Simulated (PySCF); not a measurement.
Tetramethyldisiloxane, SMILES C[SiH](C)O[SiH](C)C, GFN2-xTB optimised geometry.

```
21

C     -2.02     1.01    -2.19
Si    -1.13     1.05    -0.51
C      0.53     1.97    -0.66
O     -0.87    -0.47     0.00
Si    -0.32    -2.01     0.00
C     -0.98    -2.91    -1.53
C      1.58    -2.01     0.00
H     -1.39     0.57    -2.97
H     -2.93     0.42    -2.14
H     -2.29     2.01    -2.52
H     -1.98     1.62     0.54
H      1.08     1.93     0.27
H      0.38     3.01    -0.92
H      1.16     1.53    -1.43
H     -0.87    -2.55     1.24
H     -0.59    -2.49    -2.45
H     -0.72    -3.96    -1.52
H     -2.07    -2.85    -1.58
H      1.97    -1.42     0.83
H      1.98    -1.58    -0.91
H      1.97    -3.01     0.09
```

Density from PBE0/def2-SVP run with PySCF at that geometry.

Minimum of the electron density along straight lines between bonded atoms, close to the bond critical point (lines longer than 1.1 times the sum of covalent radii, or with two minima, are not listed):

```csv
bond,length / Å,ρ at the minimum / e bohr⁻³,∇²ρ there / e bohr⁻⁵,position (fraction from the first atom)
C1–Si2,1.901,0.112,0.32,0.62
Si2–C3,1.901,0.112,0.32,0.38
Si2–O4,1.628,0.124,1.07,0.41
O4–Si5,1.628,0.124,1.07,0.59
Si5–C6,1.901,0.112,0.32,0.38
Si5–C7,1.901,0.112,0.32,0.38
C1–H8,1.087,0.270,-0.96,0.62
C1–H9,1.086,0.271,-0.97,0.62
C1–H10,1.086,0.271,-0.96,0.62
Si2–H11,1.467,0.118,0.32,0.49
C3–H13,1.086,0.271,-0.96,0.62
C3–H14,1.087,0.270,-0.96,0.62
Si5–H15,1.467,0.118,0.32,0.49
C6–H16,1.087,0.270,-0.96,0.62
C6–H17,1.086,0.271,-0.96,0.62
C6–H18,1.086,0.271,-0.97,0.62
C7–H20,1.087,0.270,-0.96,0.62
C7–H21,1.086,0.271,-0.96,0.62
```
